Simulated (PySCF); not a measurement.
Circular dichroism: `C[C@@H]1C[C@H]([SiH3])[C@H]1C=O`, C$_{6}$H$_{12}$OSi

Geometry:
| atom | x (Å) | y (Å) | z (Å) |
| --- | --- | --- | --- |
| C1 | -2.189 | -0.688 | 0.047 |
| C2 | -0.983 | -0.207 | -0.738 |
| C3 | 0.234 | -1.144 | -0.739 |
| C4 | 1.098 | -0.028 | -0.126 |
| Si5 | 1.945 | -0.392 | 1.536 |
| C6 | -0.151 | 0.895 | -0.046 |
| C7 | 0.053 | 2.155 | -0.808 |
| O8 | 0.151 | 3.254 | -0.333 |
| H9 | -1.894 | -0.997 | 1.048 |
| H10 | -2.648 | -1.538 | -0.454 |
| H11 | -2.928 | 0.105 | 0.133 |
| H12 | -1.295 | 0.085 | -1.744 |
| H13 | 0.554 | -1.487 | -1.722 |
| H14 | 0.108 | -2.013 | -0.095 |
| H15 | 1.821 | 0.361 | -0.846 |
| H16 | 2.476 | 0.855 | 2.081 |
| H17 | 3.010 | -1.367 | 1.296 |
| H18 | 0.943 | -0.963 | 2.439 |
| H19 | -0.472 | 1.126 | 0.971 |
| H20 | 0.162 | 1.997 | -1.902 |

Method: PySCF, TDDFT BHandHLYP/def2-SVPD circular dichroism and optical rotation, one conformer, gas phase. Geometry: GFN2-xTB.

The molecule is flexible and this is one conformer; a measurement averages over conformers.

Task: What are the CIP labels of the stereocentres?

Result: C2 R, C4 S, C6 R.

Task: Which excitations and rotatory strengths does the calculation give?

Result: Rotatory strengths R in 10⁻⁴⁰ esu² cm², velocity form and length form (origin at the centre of mass); f in length form.
```csv
state,E (eV),λ (nm),f,R (velocity),R (length),main
1,4.44,279,0.0002,-6.2,-5.9,HOMO→LUMO 0.81
2,7.15,173,0.085,+24.7,+25.3,HOMO−1→LUMO 0.88
3,7.78,159,0.029,-22.8,-23.2,"HOMO→LUMO+1 0.46, HOMO→LUMO+2 0.16"
4,7.89,157,0.023,+21.5,+22.0,"HOMO−2→LUMO 0.50, HOMO−3→LUMO 0.17"
5,8.04,154,0.006,-23.4,-22.1,"HOMO−1→LUMO+1 0.49, HOMO→LUMO+1 0.10"
6,8.20,151,0.022,-16.9,-16.5,"HOMO→LUMO+3 0.21, HOMO→LUMO+2 0.20"
7,8.25,150,0.020,+6.4,+6.2,"HOMO−3→LUMO 0.25, HOMO−2→LUMO 0.25"
8,8.41,147,0.007,+8.6,+8.6,"HOMO→LUMO+5 0.17, HOMO→LUMO+1 0.14"
```

Among the states computed, the strongest CD band (largest |R|) is state 2. The largest dissymmetry factor in size, g = 4R/(D+G), with D and G the electric and magnetic dipole strengths, is -0.19 for state 1 (velocity form, f = 0.0002), among bands with |R| over 0.5. The mirror image has the same energies and oscillator strengths and all R with the opposite sign.
